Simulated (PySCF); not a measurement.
C₄H₁₁NSi, SMILES CNC1([SiH3])CC1. Atoms are numbered in the order given.

```xyz
17

C      2.1829    -0.5673    -0.0573
N      0.9545    -0.7773     0.6889
C     -0.2448    -0.2195     0.1018
Si    -0.3950     1.6581    -0.0736
C     -0.8993    -1.1009    -0.9484
C     -1.5127    -0.9966     0.4143
H      2.4673     0.4958    -0.2089
H      3.0176    -1.0688     0.4571
H      2.0880    -1.0219    -1.0568
H      1.0563    -0.4620     1.6524
H      0.6234     2.2272    -1.0055
H     -1.7516     2.0086    -0.5909
H     -0.2023     2.3029     1.2620
H     -0.3637    -2.0229    -1.1891
H     -1.4069    -0.6295    -1.7950
H     -1.3824    -1.8456     1.0900
H     -2.4538    -0.4512     0.5304
```
Charge 0, spin multiplicity 1.

Geometry: B3LYP-D3(BJ)/def2-SVP. This is a generated structure with no PubChem entry under its InChIKey; it may be hypothetical. Other conformers were not sampled.

Two levels are set side by side: PBE/pcSseg-1 (PySCF) and PBE0/pcSseg-1 (PySCF). GIAO shifts against NH3 (¹⁵N), TMS (²⁹Si), TMS (¹H), TMS (¹³C) at the same level; non-relativistic, no solvent, atoms listed together averaged. Differences are taken from unrounded values.

```json
[
 {"quantity": "δ(¹³C) of C1 (ppm)", "PBE": "39.1"},
 {"quantity": "δ(¹⁵N) of N2 (ppm)", "PBE": "70.6"},
 {"quantity": "δ(¹³C) of C3 (ppm)", "PBE": "29.3"},
 {"quantity": "δ(²⁹Si) of Si4 (ppm)", "PBE": "-70.8"},
 {"quantity": "δ(¹H) of H10 (ppm)", "PBE": "0.68"}
]
```

Problem. These are the PBE values. What does PBE0 give? (The exact figures need the calculation; the answer reports its results.)

Solution. 
```json
[
 {"quantity": "δ(¹³C) of C1 (ppm)", "PBE0": "37.9", "PBE minus PBE0": "1.2"},
 {"quantity": "δ(¹⁵N) of N2 (ppm)", "PBE0": "59.5", "PBE minus PBE0": "11.2"},
 {"quantity": "δ(¹³C) of C3 (ppm)", "PBE0": "25.8", "PBE minus PBE0": "3.5"},
 {"quantity": "δ(²⁹Si) of Si4 (ppm)", "PBE0": "-64.8", "PBE minus PBE0": "-6.0"},
 {"quantity": "δ(¹H) of H10 (ppm)", "PBE0": "0.60", "PBE minus PBE0": "0.09"}
]
```

Rough cost on one machine, each run with all the roots and properties that it gave: PBE0 against PBE within a factor of 2.
